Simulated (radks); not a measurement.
Q: The mean radii <r> (bohr) of the occupied orbitals of an atom or ion are listed with their occupations. All-electron calculation, scalar-relativistic Kohn-Sham, PW91, spin-unpolarised, spherical densities, finite nucleus; Fermi nuclear charge, rms radius of each element as measured or else 0.836 A^(1/3) + 0.57 fm. Program: a radial shooting solver on a logarithmic mesh with Libxc functionals.

orbital  occ.      <r>
1s          2  0.08057
2s          2   0.3471
2p          1   0.3007

Name the element and its charge.

A: Z = 19, potassium, charge +14: K14+ in [He] 2s2 2p1. The 1s radius gives Z: for a bare nucleus <r> = (2 gamma + 1)/(2Z) with gamma = sqrt(1 - (Z/c)^2), 0.07844 bohr for Z = 19, and screening makes it slightly larger (0.08057 here). The occupations add up to 5, and the charge is Z minus that.
